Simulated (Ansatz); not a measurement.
Start from `B[CH2][SnH2][F]` and change one atom or group to get `F[CH2][SnH2][F]`.

Ansatz, PBE0-D4/def2-TZVP geometries, multiplicity 1. Each molecule was computed in one conformer, which needn't be the lowest.

Elements past krypton have def2 core potentials.

| property | `B[CH2][SnH2][F]` |
| --- | --- |
| size of the dipole moment (ωB97M-V/def2-TZVPP) / D | 2.55 |
| HOMO energy (PBE/def2-TZVPP) / eV | -7.53 |
| LUMO energy (PBE/def2-TZVPP) / eV | -2.37 |
| HOMO energy (ωB97M-V/def2-TZVPP) / eV | -10.89 |
| HOMO energy (B3LYP/def2-TZVPP) / eV | -8.51 |
| HOMO–LUMO gap (PBE/def2-TZVPP) / eV | 5.16 |

Task: Give the same properties after the change, and the shifts. (Estimate.)

Result: Ansatz gave: 
```json
{"property": "size of the dipole moment (ωB97M-V/def2-TZVPP) / D", "`F[CH2][SnH2][F]`": "1.25", "shift": "-1.30"}
{"property": "HOMO energy (PBE/def2-TZVPP) / eV", "`F[CH2][SnH2][F]`": "-7.02", "shift": "0.51"}
{"property": "LUMO energy (PBE/def2-TZVPP) / eV", "`F[CH2][SnH2][F]`": "-1.66", "shift": "0.71"}
{"property": "HOMO energy (ωB97M-V/def2-TZVPP) / eV", "`F[CH2][SnH2][F]`": "-10.64", "shift": "0.25"}
{"property": "HOMO energy (B3LYP/def2-TZVPP) / eV", "`F[CH2][SnH2][F]`": "-8.22", "shift": "0.29"}
{"property": "HOMO–LUMO gap (PBE/def2-TZVPP) / eV", "`F[CH2][SnH2][F]`": "5.35", "shift": "0.19"}
```

With PBE0 the HOMO rises by 0.32 eV and the LUMO rises by 0.58 eV, so the gap widens by about 0.26 eV. PBE moves the HOMO by 0.51 eV and ωB97M-V by 0.25 eV. Dipoles are sizes alone; their direction can turn.

B3LYP here is the variant with VWN-RPA as its local correlation; programs differ in this.
